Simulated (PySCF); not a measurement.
Species: C2H9B2N.
InChI=1S/C2H9B2N/c1-4(2)5-3/h5H,3H2,1-2H3

Torsions of this conformer, `[BH2:1][NH:2][B:3]([CH3:4])[CH3:5]`: B1–N2–B3–C4 1°.

The closed-shell ground state was solved at several levels (PySCF, density fitting, gas phase, non-relativistic). Geometry: GFN2-xTB; no solvent, vibrations or thermal averaging.

```json
{"level": "B3LYP/pcJ-1", "basis functions": "225", "HOMO (eV)": "-8.43", "LUMO (eV)": "-1.06", "gap (eV)": "7.37", "dipole (D)": "1.19"}
{"level": "wB97X-D/def2-SVPD", "basis functions": "172", "HOMO (eV)": "-10.54", "LUMO (eV)": "1.05", "gap (eV)": "11.59", "dipole (D)": "1.11"}
```

(1) Estimate the row for PBE0/pcSseg-1, a basis of 130 functions; the other rows only guide the guess.

(2) Over all these levels, which gives the widest orbital gap and which the narrowest?

(3) How far do the dipole and the HOMO energy spread over the levels?

## Answers

(1) HOMO -8.63 eV, LUMO -0.85 eV, gap 7.78 eV, dipole 1.18 D.

(2) wB97X-D/def2-SVPD (range-separated hybrid) has the widest, 11.59 eV, and B3LYP/pcJ-1 (global hybrid, 20 % exact exchange) the narrowest, 7.37 eV. Functional and basis both differ between the two, so the spread mixes both effects.

(3) The dipole runs from 1.11 to 1.19 D (mean 1.16 D) and the HOMO from -10.54 to -8.43 eV.
